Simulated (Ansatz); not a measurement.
A series at Ti: from `[CH3][Ti]([CH3])([CH3])[F]`, ligands are replaced one by one, each step taking up H–F and setting free CH₄; n counts the steps. Ansatz, PBE0-D4/def2-TZVP geometries.

```csv
n,molecule,"HOMO energy, ωB97M-V/def2-TZVPP (eV)"
0,`[CH3][Ti]([CH3])([CH3])[F]`,-10.30
1,`[CH3][Ti]([CH3])([F])[F]`,?
2,`[CH3][Ti]([F])([F])[F]`,-11.23
3,`[F][Ti]([F])([F])[F]`,-15.01
```

By hand: fit a straight line y = ȳ + b (n − n̄) to the 3 given rows and predict n = 1.

n̄ = 1.667, ȳ = -12.180; Σ(n − n̄)(y − ȳ) = -6.590, Σ(n − n̄)² = 4.667, so b = -1.412 eV a step. Prediction: -12.180 + (-1.412) × (-0.667) = -11.24 eV.

By hand: compare with the computed value, -10.74 eV, and give the steps along the whole series.

The line misses by 0.50 eV (computed minus predicted). Steps: -0.44, -0.49, -3.78 eV.

One step carries most of the change, so a line is a poor guide. The highest orbital can change its character along such a series. The miss is 10.6 % of the series' range.
